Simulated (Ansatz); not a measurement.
Reaction (isomerisation): `O=CC(O)[SiH2]O` → `CO[SiH](O)C=O`

Gas-phase electronic energies from Ansatz, PBE0-D4/def2-TZVP geometries. CBS: MP2 limit from def2 TZ/QZ plus the TZ coupled-cluster correction, frozen cores. DFT in def2-TZVPP. B3LYP here is the variant with VWN-RPA as its local correlation; programs differ in this. Each species was taken in one conformer, which may not be the lowest.

```json
{"level": "ωB97M-V", "ΔE (kcal/mol)": "-21.7"}
{"level": "B2PLYP", "ΔE (kcal/mol)": "-23.0"}
{"level": "PBE0", "ΔE (kcal/mol)": "-19.2"}
{"level": "B3LYP", "ΔE (kcal/mol)": "-22.8"}
```

**Question.** What does CCSD(T)/CBS give? (Estimate.)

**Answer.** Computed: -22.5 kcal/mol. The listed levels differ from it by 0.8, -0.5, 3.3, -0.3 kcal/mol.

Largest T1 diagnostic among the species: 0.014.

In def2-TZVPP, CCSD(T) changes the Hartree–Fock value by +5.0 kcal/mol (the triples alone add +0.9 kcal/mol) and MP2 by +5.4 kcal/mol. From PBE to PBE0 (25 % exact exchange), in def2-TZVPP and without D4, ΔE moves by −1.4 kcal/mol.
